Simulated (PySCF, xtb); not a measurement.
Ti(Cl)3(OH) cation (Cl₃HOTi), SMILES [OH][Ti]([Cl])([Cl])[Cl] (connectivity only; charge and spin as stated), charge +1, multiplicity 2. The values are those of a single conformer.

Harmonic wavenumbers (cm⁻¹) from GFN2-xTB (xtb) at its own minimum, in rising order: 81, 81, 101, 101, 126, 335, 354, 354, 528, 528, 791, 3519.

### Question
What does ωB97X-D3(BJ)/def2-SVP run with PySCF give at its own minimum? (The exact figures need the calculation; the answer reports its results.)

### Answer
77, 109, 116, 163, 204, 292, 318, 415, 432, 565, 961, 3793. Paired by order, the mean absolute difference is 76 cm⁻¹ and the zero-point energies are 9.9 and 10.6 kcal/mol.
